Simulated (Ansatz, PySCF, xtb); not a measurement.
Noncovalent pair: CF4 (SMILES FC(F)(F)F) (first 5 atoms) with H2 (SMILES [H][H]); geometry from B3LYP-D3(BJ)/def2-TZVP, rigid monomers moved along the line of their centres of mass till F1···H6 is 3.59 Å.
(charge 0, multiplicity 1):
```csv
atom,x (Å),y (Å),z (Å)
F,-0.7053,1.0071,0.3458
C,-0.0098,-0.0081,-0.1483
F,-0.0140,0.0574,-1.4730
F,1.2390,0.0547,0.2927
F,-0.5590,-1.1509,0.2390
H,-0.2679,0.2469,3.8247
H,0.3261,-0.1995,3.8592
```

Counterpoise-corrected where a basis set is named; no monomer relaxation. Rows marked so take none.

Cores are frozen in the correlated methods. Rows in 6-311+G**, 6-31G* carry no dispersion term and start afresh at each structure (6-31G* with six Cartesian d functions).

The values were computed with Ansatz (a first-principles code) with Gaussian orbitals; PySCF for 6-311+G** rows, 6-31G* rows, the dispersion terms; xtb for the GFN methods. Each number belongs to the level named beside it.

| level | interaction energy (meV) |
|---|---|
| GFN-FF | -7.0 |
| HF/6-31G* (no counterpoise) | -2.6 |
| PBE-D3(BJ)/def2-TZVPPD | -14.5 |
| r2SCAN-D3(BJ)/def2-TZVPPD | -7.8 |
| B3LYP/6-311+G** (no counterpoise) | 1.1 |
| M06-2X/6-31G* (no counterpoise) | -13.2 |
| wB97X-V/def2-TZVPPD | -10.9 |
| MP2/aug-cc-pVDZ | -7.1 |
| SCS-MP2/aug-cc-pVDZ | [?] |

Complete the blanks.


- SCS-MP2/aug-cc-pVDZ, interaction energy (meV): -5.3
